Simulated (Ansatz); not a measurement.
Relaxation of C$_{2}$H$_{8}$FNO$_{2}$Si (15 atoms, charge 0, multiplicity 1), to a largest force component of 0.02 eV/Å in at most 40 steps.

These are results of RKS LDA/6-31G in Ansatz 0.2.0, not measurements.

```xyz
15
Properties=species:S:1:pos:R:3:forces:R:3
Si 0.000 0.000 0.000 -1.14 2.73 -4.44
F 0.000 0.000 1.590 0.03 -0.32 3.51
O 1.584 0.000 -0.559 -0.03 0.64 -0.01
C 2.350 -1.163 -0.836 0.07 -0.40 0.01
H 1.719 -1.905 -1.367 0.16 -0.10 0.02
H 3.218 -0.893 -1.473 -0.23 0.03 0.17
H 2.714 -1.602 0.116 0.13 -0.12 -0.16
N -0.857 1.485 -0.606 0.58 -0.79 0.31
H -1.877 1.430 -0.889 1.72 0.25 0.40
H -0.337 2.406 -0.677 -1.03 -1.41 0.02
O -0.791 -1.371 -0.559 0.12 -0.08 -0.34
C -1.536 -2.268 0.250 -0.18 -0.27 0.33
H -1.225 -2.158 1.310 -0.22 -0.22 0.06
H -2.619 -2.040 0.157 0.07 -0.15 0.08
H -1.349 -3.311 -0.083 -0.06 0.21 0.04
```

Problem. Where does it end, and by what steps?

Solution. The forces met the threshold. The force dipped under the threshold on the way, but the program's further checks kept it going. Limits of this set-up: no polarisation functions. After 17 steps the energy has fallen by 0.557 eV; O11 moved furthest, 0.78 Å.

| step | energy less start (eV) | largest force component (eV/Å) | accepted |
| --- | --- | --- | --- |
| 0 | 0.0000 | 4.440 | yes |
| 1 | -0.3488 | 2.341 | yes |
| 2 | -0.4595 | 0.218 | yes |
| 3 | -0.4706 | 0.117 | yes |
| 4 | -0.4828 | 0.140 | yes |
| 5 | -0.4961 | 0.163 | yes |
| 6 | -0.5008 | 0.341 | yes |
| 7 | -0.5071 | 0.212 | yes |
| 8 | -0.5268 | 0.130 | yes |
| 9 | -0.5266 | 0.450 | no |
| 10 | -0.5397 | 0.161 | yes |
| 11 | -0.5496 | 0.104 | yes |
| 12 | -0.5522 | 0.134 | yes |
| 13 | -0.5544 | 0.126 | yes |
| 14 | -0.5558 | 0.027 | yes |
| 15 | -0.5563 | 0.005 | yes |
| 16 | -0.5565 | 0.026 | yes |
| 17 | -0.5566 | 0.011 | yes |

```xyz
15
Properties=species:S:1:pos:R:3
Si -0.146 -0.020 -0.218
F 0.366 -0.366 1.362
O 1.270 -0.236 -1.123
C 2.345 -1.117 -0.758
H 2.144 -2.148 -1.109
H 3.259 -0.749 -1.253
H 2.501 -1.133 0.338
N -0.701 1.546 -0.585
H -1.685 1.792 -0.519
H -0.072 2.264 -0.936
O -1.481 -1.043 -0.412
C -1.657 -2.297 0.268
H -1.252 -2.261 1.298
H -2.739 -2.506 0.307
H -1.159 -3.116 -0.287
```

Whether the end is a true minimum wasn't checked by a vibrational analysis.

Run time: 48 s on 1 thread of Intel(R) Xeon(R) 6975P-C (Granite Rapids), on a shared host, peak memory 0.19 GiB.
